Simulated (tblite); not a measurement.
Compound: C3H9FSi2.
Z-matrix (Å and degrees, GFN2-xTB geometry), rows numbered from 1:
```
F 
C   1  1.3716
Si  2  1.8853  1  113.60
C   2  1.3301  1  117.78  3   179.87
C   4  1.4825  2  125.66  1     2.00
Si  5  1.9146  4  110.14  2    94.36
H   3  1.4636  2  108.41  1   -53.59
H   3  1.4646  2  109.14  1    66.11
H   3  1.4627  2  107.04  1  -173.85
H   4  1.0797  2  116.94  1   179.32
H   5  1.0901  4  110.12  2  -144.67
H   5  1.0901  4  109.97  2   -25.60
H   6  1.4612  5  109.22  4   -59.46
H   6  1.4642  5  108.21  4   179.80
H   6  1.4656  5  108.64  4    60.41
```

Method: GFN2-xTB as coded in tblite; computed harmonic values from a numerical Hessian at the method's own geometry, unscaled. Against measured fundamentals such values can be off by several per cent, at times by over 20. Modes of hydrogen on silicon can be 10 to 20 % off. One conformer, not necessarily the lowest.

Harmonic wavenumbers (cm⁻¹): 42.6, 75.8, 84.4, 109.3, 184.3, 238.5, 271.5, 419.6, 452.7, 508.8, 546.4, 555.5, 566.4, 700.5, 723.4, 761.2, 769.6, 777.6, 785.5, 787.4, 796.1, 831.0, 853.7, 1044.1, 1082.6, 1159.6, 1193.7, 1271.8, 1460.8, 1667.8, 2252.1, 2257.3, 2263.1, 2268.4, 2274.4, 2292.0, 2981.0, 2994.1, 3082.8.

A = 4858, B = 946.4, C = 901.6 MHz; mass 120.023 u (most abundant isotopes); point group C1, symmetry number 1.

Task: What is the zero-point energy?

Result: Half the sum of the wavenumbers: 21694 cm⁻¹ = 259.51 kJ/mol.

Task: What is S at 298.15 K and 1 bar for an ideal gas of classical rigid rotors and harmonic oscillators?

Result: Translation 168.57, rotation 120.25, vibration 118.71: S = 407.5 J/(mol K).

Task: And Cp and H(298.15 K) − H(0)?

Result: Cp = 154.11 J/(mol K), of which vibrations give 120.85 (their classical limit is 39 R = 324.3); H(298.15 K) − H(0) = 28.19 kJ/mol without the zero-point energy, 18.28 from vibrations.

Task: How do the functions run with temperature in this model?

Result: 
```csv
T (K),S (J/(mol K)),Cp (J/(mol K)),H − H(0) (kJ/mol),G − H(0) (kJ/mol),ln q(vib)
50,244.5,57.2,2.16,-10.06,0.61
100,290.3,76.1,5.52,-23.51,1.91
373.15,444.9,179.6,40.74,-125.29,8.75
500,502.4,213.1,65.75,-185.45,11.80
750,598.0,257.8,125.05,-323.43,17.44
1000,676.3,286.4,193.32,-483.01,22.52
```

q(vib) and H(0) count from the zero-point level.

Task: What must be added to the electronic energy to get the Gibbs energy at 298.15 K and 1 bar?

Result: ZPE + [H(298.15 K) − H(0)] − T·S = 259.51 + 28.19 − 121.50 = 166.20 kJ/mol.

Task: Blend soft modes into free rotors: weight 1/[1 + (100 cm⁻¹/ν̃)⁴] for the oscillator and the rest for a rotor with moment μB/(μ + B), μ = h/(8π²ν), B = 10⁻⁴⁴ kg m². What vibrational entropy results?

Result: 107.24 J/(mol K) in place of 118.71, which changes −T·S at 298.15 K by +3.42 kJ/mol.

Task: Which modes carry the vibrational entropy at 298.15 K?

Result: 42.6 cm⁻¹: 21.48; 75.8 cm⁻¹: 16.72; 84.4 cm⁻¹: 15.84; 109.3 cm⁻¹: 13.73; 184.3 cm⁻¹: 9.56; 238.5 cm⁻¹: 7.59 J/(mol K); the other 33 give 33.78 together.

Hindered rotation and anharmonicity are outside this model. Other conformers, if any are populated, would add a mixing term that is left out. The structure is chiral; the term R ln 2 for an equal mix with its mirror image is left out.

Hardware: one thread of an Arm Neoverse N1 (shared host). Cost: 0.79 s. The figure is for the frequency step alone.
